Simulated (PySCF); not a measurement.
Compound: [PdCl6]2- (charge -2 and singlet state).
Bonds: Pd1–Cl2, Pd1–Cl3, Pd1–Cl4, Pd1–Cl5, Pd1–Cl6, Pd1–Cl7.

Method used: PBE0-D3(BJ)/def2-SVP geometry optimisation, gas phase, def2 core potentials past Kr in PySCF.

Question: How far are the bound atoms from Pd1?

Answer: 6 atoms: Cl3 2.350 Å, Cl5 2.350 Å, Cl2 2.350 Å, Cl7 2.350 Å, Cl6 2.350 Å, Cl4 2.350 Å.

Question: List the angles at Pd1.

Answer: 
```json
{"angle": "Cl4–Pd1–Cl5", "degrees": "180.0", "distance of the outer atoms (Å)": "4.70"}
{"angle": "Cl2–Pd1–Cl3", "degrees": "180.0", "distance of the outer atoms (Å)": "4.70"}
{"angle": "Cl6–Pd1–Cl7", "degrees": "180.0", "distance of the outer atoms (Å)": "4.70"}
{"angle": "Cl4–Pd1–Cl6", "degrees": "90.1", "distance of the outer atoms (Å)": "3.33"}
{"angle": "Cl5–Pd1–Cl7", "degrees": "90.1", "distance of the outer atoms (Å)": "3.33"}
{"angle": "Cl2–Pd1–Cl5", "degrees": "90.0", "distance of the outer atoms (Å)": "3.32"}
{"angle": "Cl3–Pd1–Cl4", "degrees": "90.0", "distance of the outer atoms (Å)": "3.32"}
{"angle": "Cl3–Pd1–Cl6", "degrees": "90.0", "distance of the outer atoms (Å)": "3.32"}
{"angle": "Cl3–Pd1–Cl7", "degrees": "90.0", "distance of the outer atoms (Å)": "3.32"}
{"angle": "Cl2–Pd1–Cl7", "degrees": "90.0", "distance of the outer atoms (Å)": "3.32"}
{"angle": "Cl3–Pd1–Cl5", "degrees": "90.0", "distance of the outer atoms (Å)": "3.32"}
{"angle": "Cl2–Pd1–Cl4", "degrees": "90.0", "distance of the outer atoms (Å)": "3.32"}
{"angle": "Cl2–Pd1–Cl6", "degrees": "90.0", "distance of the outer atoms (Å)": "3.32"}
{"angle": "Cl4–Pd1–Cl7", "degrees": "89.9", "distance of the outer atoms (Å)": "3.32"}
{"angle": "Cl5–Pd1–Cl6", "degrees": "89.9", "distance of the outer atoms (Å)": "3.32"}
```

Question: What is the shape at Pd1?

Answer: Octahedral: the three widest angles are 180.0°, 180.0° and 180.0°, the others run from 89.9° to 90.1°.

Question: What are the rotational constants (commonest isotopes, rigid rotor)?

Answer: A = 655.2, B = 654.4, C = 653.7 MHz: a spherical top.

Point group: Oh (every atom within 0.08 Å of its image). Charge -2, singlet. Whether so highly charged an anion holds all its electrons in the gas phase wasn't checked; a finite basis holds them in any case. No counter-ion or solvent screens the charge of this multiply charged ion. Whether it is a minimum is left open (no frequencies).

The run took 40 s on one thread, Intel Xeon 6975P-C (x86_64), no GPU, on a shared host, and the process peaked at 0.60 GiB of memory. This is the geometry optimisation.
